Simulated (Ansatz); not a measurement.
H$_{5}$GeSi, doublet, at a GFN2-xTB geometry; PBE/STO-3G (Ansatz, a program for electronic structure).

The Ansatz input:
Ansatz 0.2 input:
```yaml
crystal:
  periodic: [false, false, false]
  atoms:
    - {symbol: Si, position_ang: [1.58255728, -0.14883064, 0.22848526]}
    - {symbol: Ge, position_ang: [-0.70737659, 0.06516866, -0.06935058]}
    - {symbol: H, position_ang: [2.35711363, 0.97278161, -0.30935075]}
    - {symbol: H, position_ang: [2.14741312, -1.38590867, -0.31683571]}
    - {symbol: H, position_ang: [-1.50411796, -0.31898370, 1.14733016]}
    - {symbol: H, position_ang: [-1.16165919, 1.47053600, -0.33975223]}
    - {symbol: H, position_ang: [-1.35850081, -0.74019347, -1.16096632]}
basis:
  gaussian:
    orbitals: STO-3G
hamiltonian:
  xc: pbe
magnetization: {spin_polarized: true, initial_magnetization: 1}
accuracy: high
```

Q: Predict the main parts of the log of this Ansatz run.

A: 
```
Functional definition: PBE
503 factors; integrals over basis functions are off by at most 2.8e-9 eV
mean field evaluation 1: about -63622.9784 eV, gradient 1.6e2 eV
mean field evaluation 2: about -63604.2619 eV, gradient 6.7e1 eV
mean field evaluation 4: about -63260.9452 eV, gradient 2.1e2 eV
mean field evaluation 8: about -63717.8740 eV, gradient 1.8e0 eV
mean field evaluation 16: about -63717.8945 eV, gradient 1.3e-8 eV
mean field -63717.89446133 eV, -2341.5894319139 hartree, gradient 1.3e-8 eV, S^2 0.751205; 0 other end points of the search recorded, 0 dependent functions left out
reference -63717.89446345 eV, -2341.5894319916 hartree; 26, 25 occupied and 6, 7 virtual orbitals, 503 factors
Total energy: -63717.89446345 eV, -2341.5894319916 hartree
```
